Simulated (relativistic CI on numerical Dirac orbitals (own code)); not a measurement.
Slater and spin-orbit integrals, Tc38+

These numbers are calculated, not measured: Dirac-Coulomb-Breit CI, KLI orbitals optimised for each configuration, QED by a radiative potential, unscaled Slater integrals (own radial code, finite nucleus).

Slater integrals F^k, G^k are unscaled and averaged over j, outside the closed core 1s2; ζ comes from projecting the Hamiltonian with its Breit term on Σ l·s of the shell.

- 2s²2p: ζ(2p) = 720690 cm⁻¹; <r>(2p) = 0.1207, <r^2>(2p) = 0.01762 (bohr units).
- 2s2p²: F^2(2p,2p) = 789320, G^1(2s,2p) = 830810, ζ(2p) = 716710 cm⁻¹; <r>(2s) = 0.1406, <r^2>(2s) = 0.02321, <r>(2p) = 0.1209, <r^2>(2p) = 0.01765 (bohr units).
- 2p³: F^2(2p,2p) = 787670, ζ(2p) = 712820 cm⁻¹; <r>(2p) = 0.1211, <r^2>(2p) = 0.01773 (bohr units).

Averages of the first 10 configurations, taken without configuration mixing, which lowers the lowest level and can move excited configurations by several eV; other configurations of the list can lie among them:

```
Configuration  Parity  States  Average energy above the lowest level (eV)
        2s²2p     odd       6                                        94.3
        2s2p²    even      30                                       298.4
          2p³     odd      20                                       536.4
        2p²3s    even      30                                      3526.0
        2p²3p     odd      90                                      3589.0
        2p²3d    even     150                                      3641.5
        2s²3s    even       2                                      3129.9
        2s²3p     odd       6                                      3198.0
        2s²3d    even      10                                      3250.7
       2s2p3s     odd      24                                      3310.8
```
